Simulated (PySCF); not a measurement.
Peak assignment

Geometry (Å), atoms numbered from 1 in this order:
```xyz
17

C     2.567    0.792   -0.008
C     1.269    0.969   -0.237
C     0.225   -0.006    0.029
C     0.626   -1.327    0.607
C    -1.067    0.294   -0.246
C    -2.239   -0.623   -0.019
C    -1.418    1.546   -0.791
N    -1.764    2.548   -1.235
H     2.971   -0.117    0.406
H     3.281    1.565   -0.234
H     0.929    1.908   -0.655
H     1.129   -1.176    1.561
H    -0.228   -1.977    0.765
H     1.324   -1.827   -0.064
H    -3.161   -0.134   -0.327
H    -2.324   -0.884    1.035
H    -2.128   -1.540   -0.597
```

- shieldings: GIAO PBE0/pcSseg-1
- GFN2-xTB geometry
- code: PySCF 2.14
- no solvent model, a single conformation, fast rotation and ring inversion assumed for equivalent nuclei, non-relativistic

References, each an isolated molecule treated in the same way: ¹³C and ¹H against TMS.

(1) Assign these signals to the numbered atoms. ¹³C{¹H} NMR (computed): δ 158.8 (C), 145.3 (CH), 124.6 (CH2), 124.5 (C), 113.0 (C), 20.2 (CH3), 15.2 (CH3).

(2) Assign these signals to the numbered atoms. ¹H NMR (300 MHz, computed): δ 7.54 (m, 1H), 5.72 (m, 1H), 5.71 (m, 1H), 2.17 (s, 3H), 1.98 (s, 3H).

Results:

(1) 
| δ (ppm) | atoms | environment | reason |
| --- | --- | --- | --- |
| 158.8 | C3 | fully substituted alkene carbon | as expected for a trigonal carbon in a double bond |
| 145.3 | C2 | alkene CH | an sp2 carbon of a C=C bond |
| 124.6 | C1 | terminal =CH2 carbon | the olefinic region |
| 124.5 | C7 | nitrile carbon | C≡N carbons fall here, among the sp2 signals but without a proton |
| 113.0 | C5 | fully substituted alkene carbon | the olefinic region |
| 20.2 | C6 | allylic methyl carbon | aliphatic region, no heteroatom directly attached |
| 15.2 | C4 | allylic methyl carbon | – |

C1 and C7 lie closer than the usual error of such a calculation, so a measured spectrum could show them in the other order.

(2) 
| δ (ppm) | atoms | environment | reason |
| --- | --- | --- | --- |
| 7.54 | H11 | hydrogen on an alkene CH | a vinylic proton, deshielded by the sp2 carbon and the C=C anisotropy |
| 5.72 | H9 | hydrogen on a terminal =CH2 carbon | attached to an sp2 carbon and in the plane of the double bond |
| 5.71 | H10 | hydrogen on a terminal =CH2 carbon | – |
| 2.17 | H15/H16/H17 | hydrogen on an allylic methyl carbon | allylic position |
| 1.98 | H12/H13/H14 | hydrogen on an allylic methyl carbon | – |

H9 and H10 lie closer than the usual error of such a calculation, so a measured spectrum could show them in the other order.

Shifts are as computed. Against solution values, carbons near 30 ppm lie about +3 ppm off and those near 130 ppm about +5 ppm. Of 1211 compounds with measured shifts, 218 miss one by over three times the rms of a fit or turn the order of signals round; such compounds aren't used in these exercises. No couplings were computed; multiplicities are counted from neighbouring protons, with m where these are inequivalent, close in shift, in a saturated or five-membered ring or joined by F or P, and br s for small geminal =CH2 splittings.
